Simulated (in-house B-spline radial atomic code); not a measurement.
Atomic self-consistent-field run: Pm3+ (an excited or competing configuration). All numbers are computed (scalar-relativistic (X2C) PBE0, spin-polarised, spherical fractional occupations, exact exchange averaged over the configuration; Fermi nucleus of rms radius 4.962 fm) with a radial B-spline atomic code at the basis-set limit, not measured.

Command:
```bash
python run_scf.py task.json out
```
Settings (nuclear radius in fm, mass in u):
```
Z                61
configuration    [Kr] 4d10 4f4 5s2 5p5 6s1
hamiltonian      x2c
method           pbe0
spin_polarised   True
nucleus          fermi
rms_radius       4.962
atomic_mass      144.91276
speed_of_light   137.035999084
exact_exchange   averaged over the configuration
```

Output (hartree, bohr):
```
 radial grid: 78 intervals, B-splines of order 8, outer radius 51.8919 bohr

 iter        energy (Eh)    residual
    1       -9995.815240    6.05e-01
    2      -10004.950366    7.64e-01
    3      -10016.607782    1.57e-01
    4      -10017.105054    4.52e-02
    5      -10017.144410    1.12e-02
    6      -10017.147520    5.04e-03
    7      -10017.147972    5.62e-04
    8      -10017.147985    1.35e-04
    9      -10017.147985    6.27e-06
   10      -10017.147985    5.38e-07

 total energy                    -10017.14799
 kinetic                           10835.5829
 electron-nucleus                 -24441.9976
 Hartree                            3819.3746
 exact exchange                      -56.4537
 exchange-correlation               -173.6542

 orbital      occ     eigenvalue          <r>       <r^2>       <1/r>       r_max
 1s up      1.000     -1656.3430    0.0224902 0.000698066     71.8937     0.01397
 1s down    1.000     -1656.3385    0.0224901 0.000698065     71.8937     0.01397
 2s up      1.000      -271.5071    0.0983021   0.0114694     16.5373     0.08365
 2s down    1.000      -271.5037    0.0983008    0.011469     16.5375     0.08365
 2p up      3.000      -242.8985    0.0867202  0.00919632     14.7829      0.0672
 2p down    3.000      -242.8944    0.0867195  0.00919606     14.7829      0.0672
 3s up      1.000       -60.7816     0.259991   0.0773758     5.92092      0.2387
 3s down    1.000       -60.7210     0.259829   0.0772741     5.92516      0.2386
 3p up      3.000       -51.7137     0.258211   0.0773807     5.42458      0.2337
 3p down    3.000       -51.6505     0.258005   0.0772499     5.42894      0.2336
 3d up      5.000       -39.1045     0.236254   0.0656963     5.10215      0.1918
 3d down    5.000       -39.0488     0.235953   0.0655065     5.10712      0.1917
 4s up      1.000       -13.4475     0.592237    0.395812      2.4405      0.5522
 4s down    1.000       -13.2892     0.592031    0.395472     2.44023       0.552
 4p up      3.000       -10.4346     0.626131     0.44575     2.21279      0.5757
 4p down    3.000       -10.2699     0.626001    0.445528     2.21212      0.5755
 4d up      5.000        -6.1134     0.685442    0.544532     1.93145      0.6024
 4d down    5.000        -5.9298     0.684961    0.543692     1.93147      0.6019
 4f up      4.000        -1.5229     0.904688     1.03162     1.41642      0.6267
 5s up      1.000        -2.8822      1.38897     2.15934    0.962681       1.268
 5s down    1.000        -2.7426      1.40283     2.20356    0.950738       1.276
 5p up      3.000        -2.0733      1.57835      2.8029    0.829401       1.414
 5p down    2.000        -1.9684      1.59695      2.8692    0.817303       1.427
 6s up      1.000        -0.9152      3.14662     10.9895    0.408718        2.94
```

Run time, properties included: 0.56 s on 1 thread of Intel(R) Xeon(R) Platinum 8259CL CPU @ 2.50GHz (shared host).

One-electron X2C: radii and densities carry no picture-change correction, so inner-shell <1/r> comes out high (for 1s by about 2 % at Z = 33, 5 % at 54, 10 % at 75, 30 % at 118) and <r> low.
